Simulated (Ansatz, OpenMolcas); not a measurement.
## Calibrating M06-2X/def2-TZVP on O-containing molecules

The atomisation enthalpy at 298 K in kJ/mol of 6 O-containing molecules: x at M06-2X/def2-TZVP, y from tabulated heats of molecules and atoms (Active Thermochemical Tables, CRC Handbook of Chemistry and Physics, NIST-JANAF tables). Shapes, held fixed at every level: PBE0-D4/def2-TZVP. Flexible molecules stand in one conformer, not always the lowest. Computed values hold a harmonic thermal term (B2PLYP/cc-pVTZ, PBE0-D4/def2-TZVP, PBE0/aug-cc-pVTZ) and the atoms' spin-orbit lowering. Programs: OpenMolcas 26.06.

| molecule | x (kJ/mol) | y (kJ/mol) |
| --- | --- | --- |
| NBrO (nitrosyl bromide) | 718 | 751 |
| S2O (Disulfur monoxide) | 828 | 860 |
| HNO2 (nitrous acid) | 1252 | ? |
| OCS (carbonyl sulfide) | 1390 | 1381 |
| CH4O (methanol) | 2028 | 2039 |
| CH3NO (formamide) | 2276 | 2286 |

Q: Fit y = c + s·x to the known rows and predict y for HNO2.

A: 
1. Means of the 5 rows: x = 1448.00, y = 1463.4.
2. Σ(Δx)² = 1942648, Σ(Δx·Δy) = 1913900, so the slope is 1913900/1942648 = 0.9852.
3. Intercept: 1463.4 − (0.9852) × 1448.00 = 36.8. The largest residual of the fit is 25.
4. HNO2: 36.8 + 0.9852 × 1252 = 1270 kJ/mol.

The tabulated heats give 1268 kJ/mol, so the prediction is off by +2 kJ/mol, within the largest residual. The largest residual belongs to OCS, which stands apart and tilts the line. Uncorrected, M06-2X/def2-TZVP misses HNO2 by -16 kJ/mol, and the other rows by 19 on average. The line removes about 85 % of this miss, partly by chance. Left out in turn, the other rows are missed by 16 kJ/mol on average, hardly better than no correction. The heats of NBrO (nitrosyl bromide) come from older tables and can be uncertain by 10 kJ/mol or more. Relativity is left out for Br.
